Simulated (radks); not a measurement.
The numbers below are computed, except where a source is named.
Kinetic energies: the exact non-interacting value of the Kohn-Sham orbitals and orbital-free approximations, in hartree. Species: Eu [Xe] 4f7 6s2; C3+ [He] 2s1; As3+ [Ar] 3d10 4s2; Be [He] 2s2. Level of theory: non-relativistic Kohn-Sham, LDA (Slater exchange, Perdew-Wang correlation), spin-polarised, spherical densities, point nucleus (a radial shooting solver on a logarithmic mesh with Libxc functionals). Every spin shell is full or empty, so the densities are truly spherical. Functionals are evaluated on that one density, not self-consistently.

functional,Eu,C3+,As3+,Be
exact,10415.5,34.2659,2228.47,14.3088
Thomas-Fermi,9892.9,30.852,2092.4,12.841
TF + vW,13899,63.213,3157.0,26.206
LC94,10414,34.382,2227.6,14.321
revAPBEK,10434,34.650,2234.5,14.440
Thakkar,10339,34.455,2216.8,14.356
Pearson,10318,32.908,2202.1,13.708
LKT,12233,53.383,2730.3,22.061
Ernzerhof,10363,35.403,2218.8,14.625
